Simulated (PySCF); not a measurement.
From one molecule to another.

First species: dichlorofluoromethane, CHCl₂F.
Atom-mapped SMILES: `[F:1][CH:2]([Cl:3])[Cl:4]` (hydrogens: H5 on C2)

Second species: C7H7FO.
InChI=1S/C7H7FO/c1-2-6-3-7(8)5-9-4-6/h1,3,7H,4-5H2/t7-/m1/s1

Levels: CAM-B3LYP/def2-SVPD for HOMO energy, LUMO energy, HOMO–LUMO gap and static isotropic polarisability; TDDFT CAM-B3LYP/def2-SVPD for lowest singlet excitation; TDA CAM-B3LYP/def2-SVPD for lowest triplet excitation (Tamm–Dancoff). Geometries: GFN2-xTB. Each structure is a single optimised conformer of the isolated species, non-relativistic unless stated; the electronic structure was computed with PySCF and density fitting.

Values for the first species:

* HOMO energy: -10.65 eV
* LUMO energy: 0.43 eV
* HOMO–LUMO gap: 11.08 eV
* Lowest singlet excitation: 7.11 eV
* Lowest triplet excitation (Tamm–Dancoff): 6.33 eV
* Static isotropic polarisability: 43.3 au

(1) Estimate the same properties for the second species, and the change in each.

Answers

(1) 
```json
{"property": "HOMO energy", "first": "-10.65 eV", "second": "-8.54 eV", "second less first": "+2.11 eV"}
{"property": "LUMO energy", "first": "0.43 eV", "second": "-0.11 eV", "second less first": "-0.54 eV"}
{"property": "HOMO–LUMO gap", "first": "11.08 eV", "second": "8.43 eV", "second less first": "-2.65 eV"}
{"property": "lowest singlet excitation", "first": "7.11 eV", "second": "5.50 eV", "second less first": "-1.61 eV"}
{"property": "lowest triplet excitation (Tamm–Dancoff)", "first": "6.33 eV", "second": "3.49 eV", "second less first": "-2.84 eV"}
{"property": "static isotropic polarisability", "first": "43.3 au", "second": "85.3 au", "second less first": "+42.0 au"}
```

On the first: S1 lies 3.97 eV below the HOMO–LUMO gap; its leading configuration is HOMO→LUMO, weight 0.87. The principal polarisabilities are 36.0, 40.8 and 53.1 au; their mean is the isotropic value.

On the second: The polarisability is 12.64 Å³ as a volume (1 au = 0.148185 Å³), or 1.29 au for each of the 66 electrons. No computed singlet falls in the visible range (750 to 380 nm, 1.65 to 3.26 eV); S1 lies 2.24 eV above its blue end.
